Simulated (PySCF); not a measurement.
Ionisation energy of Si+ by level of theory

Si+ [Ne] 3s2 3p1 (2P) → Si(2+) [Ne] 3s2 (1S), as a difference of total energies. All numbers are calculated (PySCF 2.14, the spin-free X2C one-electron Hamiltonian (Gaussian nucleus), in aug-cc-pVDZ-DK). Correlated levels: valence: [Ne] frozen. The calculations carry no spin-orbit coupling.

```json
{"method": "UHF", "ionisation energy (eV)": "15.808"}
{"method": "PBE0", "ionisation energy (eV)": "16.426"}
{"method": "BP86", "ionisation energy (eV)": "16.483"}
{"method": "MP2 (valence)", "ionisation energy (eV)": "15.979"}
{"method": "SCS-MP2 (valence)", "ionisation energy (eV)": "15.959"}
{"method": "CCSD (valence)", "ionisation energy (eV)": "16.080"}
{"method": "CCSD(T) (valence)", "ionisation energy (eV)": "16.099"}
```

How much does correlation contribute at CCSD(T) (valence)?

16.099 − (15.808) = 0.291 eV, measured against UHF.

Errors of the correlated levels include the incompleteness of this basis and the frozen core.

For comparison: 16.322 eV (measured; NIST levels, between the centres of gravity of the two terms).
